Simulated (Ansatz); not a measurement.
Consider the substitution at a C–C bond: `CC(F)[SiH3]` + `COB(O)F` → `COB(F)OC` + `FC[SiH3]`.

Program: Ansatz. Geometries: PBE0-D4/def2-TZVP. ΔE: electronic, gas phase. CBS: MP2 limit from def2 TZ/QZ plus the TZ coupled-cluster correction, frozen cores. DFT in def2-TZVPP. B3LYP here is the variant with VWN-RPA as its local correlation; programs differ in this. HSE06 is defined as in plane-wave codes. One conformer a species, not always the lowest.

Question: Is it downhill or uphill in electronic energy at CCSD(T)/CBS, and by how much? (Best estimate.)

Answer: Ansatz gave: Uphill: ΔE = +0.71 eV.

Question: What do these levels give: BLYP-D4, r2SCAN-D4, r2SCAN0-D4, ωB97M-V, B3LYP, HSE06, RPA@PBE/def2-TZVPP, HF/def2-SVP, MP2/def2-SVP, CCSD/def2-SVP, SCS-MP2/def2-TZVPP, MP2/def2-QZVPP? (An estimate is asked.)

Answer: Computed: BLYP-D4 0.62, r2SCAN-D4 0.70, r2SCAN0-D4 0.71, ωB97M-V 0.69, B3LYP 0.61, HSE06 0.69, RPA@PBE/def2-TZVPP 0.62, HF/def2-SVP 0.54, MP2/def2-SVP 0.72, CCSD/def2-SVP 0.65, SCS-MP2/def2-TZVPP 0.68, MP2/def2-QZVPP 0.76 eV.

Largest T1 diagnostic among the species: 0.012.

Leaving LDA and LC-ωPBE aside and taking each functional with its dispersion term where it has one, the values, not all of them listed here, spread over 0.10 eV, from BLYP-D4 to PBE-QIDH. LDA lies +0.06 eV from PBE without D4. At CCSD(T), def2-SVP lies −0.05 eV from the extrapolated value and def2-TZVPP −0.02 eV. In def2-TZVPP, CCSD(T) changes the Hartree–Fock value by +0.12 eV (the triples alone add +0.01 eV) and MP2 by +0.18 eV.
